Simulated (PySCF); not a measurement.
Aluminium: a sound run and one with changed settings

Sound run: Al²⁺ [Ne] 3s1, Al³⁺ [Ne]. Calculation: PySCF 2.14, in jorge-DZP-DKH; the spin-free X2C one-electron Hamiltonian (Gaussian nucleus). The sound run starts from symmetry-adapted Hartree-Fock orbitals and uses a fine grid where one is needed.

Changed run: radial step 0.5 in ln r (0.13 in the sound run). This setting is unsound on purpose.

| species | method | sound run (hartree) | changed run (hartree) | converged |
| --- | --- | --- | --- | --- |
| Al²⁺ | UHF | -241.45702 | -241.45702 | yes |
| Al²⁺ | PBE | -241.75117 | -241.76160 | yes |
| Al²⁺ | TPSS | -241.90384 | -241.92082 | yes |
| Al³⁺ | UHF | -240.42678 | -240.42678 | yes |
| Al³⁺ | PBE | -240.69259 | -240.70186 | yes |
| Al³⁺ | TPSS | -240.85671 | -240.87175 | yes |

Ionisation energy of Al²⁺:

| method | sound run (eV) | changed run (eV) |
| --- | --- | --- |
| UHF | 28.034 | 28.034 |
| PBE | 28.805 | 28.837 |
| TPSS | 28.494 | 28.547 |

A coarse radial grid mis-integrates the density and the exchange-correlation energy, with errors of either sign; Hartree-Fock needs no grid.

For comparison, NIST gives 28.448 eV between the lowest levels.
